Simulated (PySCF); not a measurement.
Species: C₈H₁₂.
Numbering: `[CH:1]#[C:2][C:3](=[CH2:4])[C:5]([CH3:6])([CH3:7])[CH3:8]` (hydrogens: H9 on C1; H10, H11 on C4; H12, H13, H14 on C6; H15, H16, H17 on C7; H18, H19, H20 on C8)

Vertical excitations from PySCF (density fitting, frozen core in the response, grid level 2 and gas phase unless stated; continuum runs use non-equilibrium linear response for the excitations) on a GFN2-xTB geometry. Reference run:

```csv
settings,"S1, eV (f)","S2, eV (f)","S3, eV (f)","S4, eV (f)","S5, eV (f)","S6, eV (f)","T1, eV (Tamm–Dancoff)",mean α (au)
"PBE0/def2-SVPD, full TDDFT, 6 singlets",5.53 (0.000),5.74 (0.222),6.33 (0.000),6.73 (0.001),7.18 (0.122),7.35 (0.006),3.53,94.8
```

Q: What do these settings give: (1) PBE0/3-21G, full TDDFT, 3 singlets; (2) mPW1PW91/def2-SVPD, full TDDFT, 1 singlet; (3) WP04/def2-SVPD, level shift 0.1 Eh, TDA, 25 singlets?

A: 
| settings | S1, eV (f) | S2, eV (f) | S3, eV (f) | S4, eV (f) | S5, eV (f) | S6, eV (f) | T1, eV (Tamm–Dancoff) | mean α (au) |
| --- | --- | --- | --- | --- | --- | --- | --- | --- |
| PBE0/3-21G, full TDDFT, 3 singlets | 5.89 (0.000) | 6.22 (0.209) | 6.76 (0.000) | – | – | – | – | 73.8 |
| mPW1PW91/def2-SVPD, full TDDFT, 1 singlet | 5.53 (0.000) | – | – | – | – | – | – | 94.5 |
| WP04/def2-SVPD, level shift 0.1 Eh, TDA, 25 singlets | 5.38 (0.000) | 5.84 (0.213) | 6.28 (0.000) | 7.05 (0.131) | 7.07 (0.002) | 7.19 (0.001) | 3.48 | 90.1 |

(1) S1 moves by +0.36 eV. (2) S1 stays within 0.01 eV (mPW1PW91 has 25 % exact exchange, PBE0 25 % exact exchange). (3) S1 moves by -0.15 eV; functional and response scheme change together, so the shift can't be laid on one. States are counted by energy in each run and needn't keep their character from row to row.

WP04 was designed for NMR shieldings or shifts; total energies of different functionals aren't comparable.

Q: Give the leading configurations of S1 (H = HOMO, L = LUMO) and the HOMO–LUMO gap of each run.

A: 
```
                                            settings  S1 configurations (weight)  S1 (eV)  orbital gap (eV)  S1 − gap (eV)
              PBE0/def2-SVPD, full TDDFT, 6 singlets                  H−1→L 0.97     5.53              6.30          -0.77
                  PBE0/3-21G, full TDDFT, 3 singlets                  H−1→L 0.97     5.89              6.61          -0.72
           mPW1PW91/def2-SVPD, full TDDFT, 1 singlet                  H−1→L 0.97     5.53              6.31          -0.78
WP04/def2-SVPD, level shift 0.1 Eh, TDA, 25 singlets                  H−1→L 0.99     5.38              5.33          +0.05
```

The values belong to the conformer `[CH:1]#[C:2][C:3](=[CH2:4])[C:5]([CH3:6])([CH3:7])[CH3:8]`: C2–C3–C5–C6 180°.
